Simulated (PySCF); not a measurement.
## Two-component Hartree-Fock for V (vanadium, neutral)

Start: [Ar] 3d3 4s2; 3d5/2 filled at m_j = +1/2, +3/2, +5/2. Calculated with PySCF 2.14 in x2c-TZVPall-2c (6s7p4d1f, 54 functions): generalised Hartree-Fock with the X2C-1e Hamiltonian and a Gaussian nucleus; one run each with spin-orbit coupling (SO) switched off, then screened by Boettger's factors. This is a chosen level, not necessarily the ground level.

```json
{"spinor shell": "1s1/2", "electrons": "2", "ε, spin-free (eV)": "-5520.3", "ε, screened SO (eV)": "-5520.3", "weight of nominal j (screened SO)": "1.000", "rms radius, screened SO (bohr)": "0.0768"}
{"spinor shell": "2s1/2", "electrons": "2", "ε, spin-free (eV)": "-657.31", "ε, screened SO (eV)": "-657.32", "weight of nominal j (screened SO)": "1.000", "rms radius, screened SO (bohr)": "0.332"}
{"spinor shell": "2p1/2", "electrons": "2", "ε, spin-free (eV)": "-545.84", "ε, screened SO (eV)": "-550.61", "weight of nominal j (screened SO)": "0.993", "rms radius, screened SO (bohr)": "0.301"}
{"spinor shell": "2p3/2", "electrons": "4", "ε, spin-free (eV)": "-545.84", "ε, screened SO (eV)": "-543.52", "weight of nominal j (screened SO)": "0.997", "rms radius, screened SO (bohr)": "0.304"}
{"spinor shell": "3s1/2", "electrons": "2", "ε, spin-free (eV)": "-87.759", "ε, screened SO (eV)": "-87.768", "weight of nominal j (screened SO)": "1.000", "rms radius, screened SO (bohr)": "1.02"}
{"spinor shell": "3p1/2", "electrons": "2", "ε, spin-free (eV)": "-55.084", "ε, screened SO (eV)": "-54.059", "weight of nominal j (screened SO)": "0.670", "rms radius, screened SO (bohr)": "1.11"}
{"spinor shell": "3d5/2", "electrons": "3", "ε, spin-free (eV)": "-13.636", "ε, screened SO (eV)": "-13.627", "weight of nominal j (screened SO)": "0.792", "rms radius, screened SO (bohr)": "1.51"}
{"spinor shell": "4s1/2", "electrons": "2", "ε, spin-free (eV)": "-6.354", "ε, screened SO (eV)": "-6.355", "weight of nominal j (screened SO)": "1.000", "rms radius, screened SO (bohr)": "3.87"}
```

Where does 3p3/2 lie, and what is the 3p spin-orbit splitting (screened SO)?

At -55.614 eV, -1.555 eV above 3p1/2.

| quantity | spin-free | screened SO |
| --- | --- | --- |
| E (hartree) | -948.12341 | -948.13092 |
| M_J | 9/2 | 9/2 |
| ⟨J²⟩ | 24.768 | 24.768 |
| ⟨L²⟩ | 12.007 | 12.011 |
| ⟨S²⟩ | 3.761 | 3.760 |

Each row is a mean over spinors that exchange with the open shell spreads, by up to 9.833 eV (3p3/2).

Rows whose weight is well below 1 are mixtures of j = l ± 1/2: exchange outweighs spin-orbit coupling there, and the label is only the starting occupation.

Without spin-orbit coupling the j labels of p, d and f shells carry no meaning; the spin-free column gives the mean over the occupied spinors of each nl shell.
